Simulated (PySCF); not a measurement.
Species: C3H9ClSi2 (triplet state).
Geometry (PBE0-D3(BJ)/def2-SVP, Å), atoms numbered from 1 in this order:
```xyz
15
C3H9ClSi2 angstrom
C     -0.6153   -1.4996    0.7338
Si    -0.0017    0.1686    0.1221
C      1.0408   -0.0445   -1.4273
C     -1.4037    1.3931   -0.1225
Si     1.4223    1.0668    1.7935
Cl     3.0943   -0.1750    2.0633
H      0.2358   -2.1534    0.9774
H     -1.2338   -1.3899    1.6367
H     -1.2195   -1.9960   -0.0445
H      1.4258    0.9218   -1.7844
H      0.4431   -0.5021   -2.2338
H      1.8996   -0.7008   -1.2198
H     -1.9597    1.5559    0.8129
H     -1.0265    2.3644   -0.4758
H     -2.1102    1.0066   -0.8752
```

The hyperfine couplings belong to this conformer and change with its torsions.

Identity: `C[Si](C)(C)[Si]Cl` [triplet].

Method: UKS B3LYP, IGLO-III on C Cl Si, pcH-1 on H, non-relativistic, mean-field spin-orbit, GIAO in PySCF 2.14.0. Isolated species at its PBE0-D3(BJ)/def2-SVP geometry, gas phase. This triplet need not be the ground state; the singlet was not compared here. Stability of the SCF solution: not tested.

Principal values of hyperfine tensors in MHz (contact, dipolar and spin–orbit terms together), for some of the nuclei:

| atom | isotope | A1 | A2 | A3 |
| --- | --- | --- | --- | --- |
| Si5 | 29Si | -351.18 | -303.85 | -203.34 |
| Si2 | 29Si | -86.20 | -42.16 | -41.92 |
| C1 | 13C | 14.42 | 14.50 | 19.60 |
| H9 | 1H | 14.24 | 15.29 | 17.98 |
| H11 | 1H | 14.08 | 15.12 | 17.83 |
| C3 | 13C | 13.59 | 13.71 | 18.83 |
| Cl6 | 35Cl | -8.94 | 14.44 | 20.52 |
| H15 | 1H | 1.95 | 2.34 | 4.72 |

Problem. Give the isotropic coupling of each nucleus in MHz and in mT (g = 2.0048), and the anisotropic part.

Solution. a_iso = (A1 + A2 + A3)/3, Ti = Ai − a_iso; 1 mT corresponds to 28.059 MHz. The tensors hold a spin–orbit part: the run splits a_iso into a_FC + a_SO, and T includes its anisotropic share.

```
atom  a_iso (MHz)     a_FC  a_SO  a_iso (mT)      T1      T2     T3
 Si5      -286.12  -287.30  1.18     -10.197  -65.06  -17.73  82.79
 Si2       -56.76   -56.94  0.18      -2.023  -29.44   14.60  14.84
  C1        16.18    16.18  0.00       0.576   -1.75   -1.67   3.42
  H9        15.84    15.84  0.00       0.564   -1.60   -0.54   2.14
 H11        15.68    15.68  0.00       0.559   -1.60   -0.56   2.15
  C3        15.37    15.37  0.00       0.548   -1.78   -1.67   3.45
 Cl6         8.67     8.44  0.24       0.309  -17.61    5.76  11.85
 H15         3.01     3.01  0.00       0.107   -1.05   -0.66   1.71
```

Problem. What spin density at the nucleus of H11 lies behind its contact coupling (g_N = 5.58569)?

Solution. a_FC = 800.24 MHz bohr³ × g_N × ρ(0)/(2S). With a_FC = 15.68 MHz and 2S = 2, ρ(0) = 0.007016 bohr⁻³. In magnitude that is 2.2 % of the 1/π = 0.318 of a free hydrogen atom.

Problem. C4 (13C, g_N = 1.40482) isn't in the table. Its spin density at the nucleus is -0.002249 bohr⁻³. What is its contact coupling?

Solution. By the same relation, a_FC = -1.26 MHz. Its full tensor has the principal values -1.85, -1.63, -0.32 MHz.

Problem. Name the largest traceless tensor T of the table and describe it.

Solution. Si5: -65.1, -17.7, 82.8 MHz (the dipolar term alone has -64.0, -17.2, 81.2), rhombic: the two smaller values differ by 57 % of the largest.

On x86-64 server, one thread, no GPU (shared host), this took 2.0 min wall.
